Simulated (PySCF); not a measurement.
H4MgOSSi. Atoms are numbered in the order given.

```xyz
8

Mg    -0.3787     0.3842     0.3632
S     -1.7072     1.7220     1.6802
H     -1.6371     0.8793     2.7368
O      0.6571    -0.6478    -0.6745
Si     1.6055    -1.5837    -1.6255
H      0.7830    -2.4690    -2.5136
H      2.4957    -2.4684    -0.8045
H      2.4856    -0.7494    -2.5076
```

Coordinates come from a PBE0-D3(BJ)/def2-SVP optimisation. One conformer was computed; it need not be the lowest.

Computed with HF/pcSseg-1 (PySCF).

GIAO shieldings, no solvent; atoms alike by connectivity are averaged. δ = σ(ref) − σ: ³³S against H2S (σ = 725.2 ppm); ¹H against TMS (σ = 31.99 ppm); ¹⁷O against H2O (σ = 333.0 ppm); ²⁹Si against TMS (σ = 393.8 ppm), references at their B3LYP-D3(BJ)/def2-TZVP geometries, non-relativistic.

```json
[
 {"nucleus": "³³S", "atoms": "S2", "count": "1", "δ (ppm)": "-184.1"},
 {"nucleus": "¹H", "atoms": "H6, H7, H8", "count": "3", "δ (ppm)": "4.72"},
 {"nucleus": "¹H", "atoms": "H3", "count": "1", "δ (ppm)": "-0.77"},
 {"nucleus": "¹⁷O", "atoms": "O4", "count": "1", "δ (ppm)": "-28.2"},
 {"nucleus": "²⁹Si", "atoms": "Si5", "count": "1", "δ (ppm)": "-50.2"}
]
```
